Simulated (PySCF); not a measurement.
Geometry:
| atom | x (Å) | y (Å) | z (Å) |
| --- | --- | --- | --- |
| C1 | -1.469 | -1.406 | 0.992 |
| N2 | -1.459 | -0.061 | 0.474 |
| C3 | -1.762 | 0.043 | -0.932 |
| Si4 | -0.870 | 1.291 | 1.363 |
| O5 | 0.751 | 1.625 | 1.117 |
| Si6 | 1.816 | 1.752 | -0.135 |
| O7 | 1.976 | 0.291 | -0.898 |
| Si8 | 2.230 | -1.325 | -0.621 |
| H9 | -1.244 | -1.410 | 2.069 |
| H10 | -2.461 | -1.878 | 0.856 |
| H11 | -0.726 | -2.058 | 0.493 |
| H12 | -0.997 | -0.445 | -1.567 |
| H13 | -2.737 | -0.422 | -1.167 |
| H14 | -1.820 | 1.099 | -1.239 |
| H15 | -1.628 | 2.499 | 0.927 |
| H16 | -1.027 | 0.991 | 2.810 |
| H17 | 3.125 | 2.179 | 0.424 |
| H18 | 1.314 | 2.712 | -1.156 |
| H19 | 3.626 | -1.687 | -1.003 |
| H20 | 2.015 | -1.654 | 0.820 |
| H21 | 1.275 | -2.112 | -1.452 |

Calculated, not measured (PySCF): shielding tensors at HF/pcSseg-1 (GIAO), geometry from PBE0-D3(BJ)/def2-SVP. Isolated molecule, no relativistic terms, single conformer, fast rotation and ring inversion assumed for equivalent nuclei.

Referencing at the same level of theory: 13C (σref 190.85) and 1H (σref 31.69) and 29Si (σref 393.43) against TMS; 15N (σref 265.72) vs NH3; H2O for 17O (σref 333.31).

| atoms | nucleus | count | δ (ppm) |
| --- | --- | --- | --- |
| Si8 | 29Si | 1 | -45.2 |
| Si4 | 29Si | 1 | ? |
| H15/H16 | 1H | 2 | ? |
| H19/H20/H21 | 1H | 3 | 4.54 |
| H17/H18 | 1H | 2 | ? |
| C1/C3 | 13C | 2 | 35.4 |
| Si6 | 29Si | 1 | -47.7 |
| N2 | 15N | 1 | 17.7 |
| O5 | 17O | 1 | 71.8 |
| O7 | 17O | 1 | 22.5 |
| H9/H10/H11/H12/H13/H14 | 1H | 6 | 2.52 |

**Question.** Estimate the values marked ?.

**Answer.** 
- H17/H18: 4.28 ppm, hydrogen on a silicon bonded to 2 O
- H15/H16: 4.20 ppm, hydrogen on a silicon bonded to N, O
- Si4: -31.0 ppm, silicon bonded to N, O, 2 H

Shifts are as computed. Against solution values, carbons near 30 ppm lie about -0 ppm off and those near 130 ppm about +7 ppm. Of 1211 compounds with measured shifts, 218 miss one by over three times the rms of a fit or turn the order of signals round; such compounds aren't used in these exercises. Experimental scales use liquid or dissolved standards, which lie at an offset from isolated NH3 (liquid NH3: subtract about 20 ppm) and H2O (liquid H2O: subtract about 36 ppm).
